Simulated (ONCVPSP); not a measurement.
## Potentials for Ti compared

Generated with ld1.x 7.5 (TM, RRKJ, ultrasoft, PAW), atompaw 4.2 or ONCVPSP 4.0.1. The cutoff is in Ry: for ld1.x and atompaw files where the sum of valence levels is converged to 10 mRy in a Bessel basis, for ONCV files where the hardest occupied wave has 1 mHa per electron of residual kinetic energy. The error is the largest all-electron minus pseudo excitation energy over each file’s own four to seven test configurations (ionisations up to +4, promotions, holes and added fractions of an electron), all of which were solved. The labels leave out finer settings (local radius, basis sizes, second energies), which also bear on the numbers. Spin-polarised tests are not counted. The rows are a selection from randomly drawn settings: files with unsolved tests, undetermined cutoffs or missed reference levels are left out.

A true bound ghost makes a file unfit for plane-wave use even where its test errors are small: the radial tests pick states by their node count and pass the ghost by.

| potential | cutoff (Ry) | largest error (meV) | bound ghosts |
| --- | --- | --- | --- |
| ONCV, PW91, scalar-relativistic, rc 1.65/1.75/2.10 (spd), local smoothed, core correction yes, reference 3s2 3p6 3d2 4s1.5 4p0.5, qcut 8.7/8.3/6.3, projectors 2/2/2 | 43 | +42 | none |
| ONCV, PBE, scalar-relativistic, rc 1.05/1.65/1.40 (spd), local smoothed, core correction yes, reference 3s2 3p6 3d1, qcut 6.2/7.6/11.7, projectors 2/2/2 | 198 | +16 | none |
| ONCV, PBEsol, scalar-relativistic, rc 1.60/1.10/2.20 (spd), local smoothed, core correction yes, reference 3s2 3p6 3d2 4s2, qcut 5.9/7.6/6.4, projectors 2/2/2 | 38 | +173 | none |
| ONCV, LDA (Perdew-Wang 92), scalar-relativistic, rc 1.45/1.50/1.20 (spd), local smoothed, core correction yes, reference 3s2 3p6 3d2 4s2, qcut 7.7/8.8/8.3, projectors 2/3/2 | 157 | +6.8 | none |
| ONCV, PBEsol, scalar-relativistic, rc 1.30/1.05/1.95 (spd), local smoothed, core correction yes, reference 3s2 3p6 3d2 4s2, qcut 11.4/8.7/9.7, projectors 2/2/2 | 74 | +50 | none |
| ONCV, LDA (Perdew-Wang 92), scalar-relativistic, rc 1.90/1.65/1.55 (spd), local smoothed, core correction yes, reference 3s2 3p6 3d2.5 4s1.5, qcut 5.8/9.4/12.1, projectors 3/2/2 | 87 | +2.8 | s |
| ONCV, PBEsol, scalar-relativistic, rc 2.00/1.70/1.85 (spd), local smoothed, core correction no, reference 3s2 3p6 3d2 4s2, qcut 6.4/10/9.5, projectors 2/1/1 | 60 | +31 | none |

**Question.** Fill in the row for Ti: ONCV, PBE, scalar-relativistic, rc 1.75/1.00/2.55 (spd), local smoothed, core correction yes, reference 3s2 3p6 3d2 4s2, qcut 8/7.7/6.9, projectors 2/2/2.

**Answer.** cutoff 114 Ry, largest error +226 meV, bound ghosts: none.
